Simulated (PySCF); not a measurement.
Be (beryllium, neutral) across methods

[He] 2s1 3s1, high-spin 3S determinant (an excited configuration). All numbers are calculated (PySCF 2.14, no relativity, point nucleus, in aug-cc-pV5Z).

```json
{"method": "PBE0", "E (hartree)": "-14.4153", "mean ε 1s β (eV)": "-118.47", "mean ε 2s α (eV)": "-11.429", "mean ε 3s α (eV)": "-2.099", "Σ⟨r²⟩ (bohr²)": "70.39", "⟨S²⟩": "2.000"}
{"method": "LDA", "E (hartree)": "-14.2242", "mean ε 1s β (eV)": "-111.47", "mean ε 2s α (eV)": "-10.253", "mean ε 3s α (eV)": "-1.783", "Σ⟨r²⟩ (bohr²)": "69.70", "⟨S²⟩": "2.000"}
{"method": "r2SCAN", "E (hartree)": "-14.4301", "mean ε 1s β (eV)": "-115.28", "mean ε 2s α (eV)": "-10.570", "mean ε 3s α (eV)": "-1.759", "Σ⟨r²⟩ (bohr²)": "71.35", "⟨S²⟩": "2.000"}
{"method": "B97-3", "E (hartree)": "-14.4384", "mean ε 1s β (eV)": "-119.28", "mean ε 2s α (eV)": "-11.432", "mean ε 3s α (eV)": "-2.055", "Σ⟨r²⟩ (bohr²)": "71.32", "⟨S²⟩": "2.000"}
{"method": "HSE06", "E (hartree)": "-14.4179", "mean ε 1s β (eV)": "-118.08", "mean ε 2s α (eV)": "-11.033", "mean ε 3s α (eV)": "-1.830", "Σ⟨r²⟩ (bohr²)": "70.47", "⟨S²⟩": "2.000"}
{"method": "LC-wPBE", "E (hartree)": "-14.4152", "mean ε 1s β (eV)": "-118.88", "mean ε 2s α (eV)": "-14.179", "mean ε 3s α (eV)": "-2.961", "Σ⟨r²⟩ (bohr²)": "72.74", "⟨S²⟩": "2.000"}
{"method": "UHF", "E (hartree)": "-14.37747", "mean ε 1s β (eV)": "-134.87", "mean ε 2s α (eV)": "-14.244", "mean ε 3s α (eV)": "-2.722", "Σ⟨r²⟩ (bohr²)": "73.96", "⟨S²⟩": "2.000"}
{"method": "PBE", "E (hartree)": "-14.4087", "mean ε 1s β (eV)": "-112.75", "mean ε 2s α (eV)": "-10.369", "mean ε 3s α (eV)": "-1.803", "Σ⟨r²⟩ (bohr²)": "69.21", "⟨S²⟩": "2.000"}
```

The outer electron is Rydberg-like, and this basis confines it to a smaller radius and binds it less than a complete one would.
